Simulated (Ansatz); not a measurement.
Coupled-cluster diagnostics for cis-Ti(H2O)2F4 (TiO2F4H4), Ansatz.

Geometry of the singlet (r2SCAN-D4/def2-SVP):

```xyz
11

F    -1.938   -0.173    1.247
F     0.050   -2.013    1.133
F     0.662    0.622    1.474
F    -0.902   -0.899   -1.168
O     1.571   -0.532   -0.634
O    -0.677    1.566   -0.489
Ti   -0.381   -0.441    0.482
H     1.563   -1.292   -1.233
H     2.307   -0.666   -0.019
H    -0.746    2.248    0.194
H    -1.508    1.581   -0.987
```

Correlated methods freeze 11 core orbitals; core or outer-core shells of Ti are correlated, in sets that lack core-valence functions. No other spin state of charge 0 was run.

Problem. Estimate the CCSD(T) correlation energy, the shares of MP2 and (T), T1 and the reference's ⟨S²⟩ for: charge 0, singlet, own geometry in def2-SVP; and the rough time on 4 threads of Arm Neoverse V1 on a shared host.

Solution. 
```
                          state     basis  correlation (eV)  MP2 share (%)  (T) share (%)     T1  ⟨S²⟩ (pure)  wall time
charge 0, singlet, own geometry  def2-SVP           -41.561           96.6            2.7  0.019  0.00 (0.00)       50 s
```
Customary marks for T1 are 0.02 (closed shells), 0.045 (open shells) and about 0.05 (3d metals). T1 stays under 0.02 throughout.
